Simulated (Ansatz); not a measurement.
Isolated molecules relaxed with PBE0-D4/def2-TZVP in Ansatz; ΔE leaves out vibrations. CCSD(T)/CBS is the MP2 limit (def2-TZVPP, def2-QZVPP) plus CCSD(T) − MP2 in def2-TZVPP, frozen cores. Functionals use def2-TZVPP. B3LYP here is the variant with VWN-RPA as its local correlation; programs differ in this. One conformer a species, not always the lowest.

Consider the cleavage of the Si–Si bond: `[CH3][AlH][O][SiH2][SiH3]` + `NCS` → `NCS[SiH3]` + `[CH3][AlH][O][SiH3]`.

| level | ΔE (kJ/mol) |
| --- | --- |
| r2SCAN-D4 | -56.0 |
| B3LYP | -58.1 |
| CCSD(T)/def2-TZVPP | -57.2 |
| CCSD/CBS(def2) | -59.6 |

(1) What does CCSD(T)/CBS give? (Best estimate.)

Largest T1 diagnostic among the species: 0.012.

Results:

(1) The calculation gave: -59.1 kJ/mol. The listed levels differ from it by 3.1, 1.0, 1.9, -0.5 kJ/mol.

From PBE to PBE0 (25 % exact exchange), in def2-TZVPP and without D4, ΔE moves by −4.4 kJ/mol.
